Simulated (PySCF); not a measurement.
Al(H)(Br)(vinyl) (C₂H₄AlBr), SMILES C=[CH][AlH][Br].

Geometry: TPSSh-D3(BJ)/def2-SVP. The structure was generated by enumeration; whether it is a known compound was not checked. One conformer was computed; it need not be the lowest.

Two levels are set side by side: TDDFT-PBE/def2-SVPD (PySCF) and TDDFT-B3LYP/def2-SVPD (PySCF). Vertical, same geometry. The lowest singlet is HOMO→LUMO 99 % with PBE and HOMO→LUMO 97 % with the other functional; states are paired by order. Differences are taken from unrounded values.

```json
[
 {"quantity": "lowest singlet excitation (eV)", "TDDFT-PBE": "4.33"},
 {"quantity": "lowest triplet excitation (TDA) (eV)", "TDDFT-PBE": "3.96"},
 {"quantity": "first bright state (f over 0.05) (eV)", "TDDFT-PBE": "5.08"},
 {"quantity": "its oscillator strength", "TDDFT-PBE": "0.09"}
]
```

Q: These are the TDDFT-PBE values. What does TDDFT-B3LYP give? (An estimate is asked for; the answer gives what the named calculation found.)

A: 
```tsv
quantity	TDDFT-B3LYP	TDDFT-PBE minus TDDFT-B3LYP
lowest singlet excitation (eV)	4.86	-0.53
lowest triplet excitation (TDA) (eV)	3.96	0.00
first bright state (f over 0.05) (eV)	5.63	-0.55
its oscillator strength	0.20	-0.10
```

Functionals without exact exchange tend to place singlet excitations lower, as here. Differences between two approximate levels are no errors against the true value.

Rough cost on one machine, each run with all the roots and properties that it gave: TDDFT-B3LYP against TDDFT-PBE about 4 times.
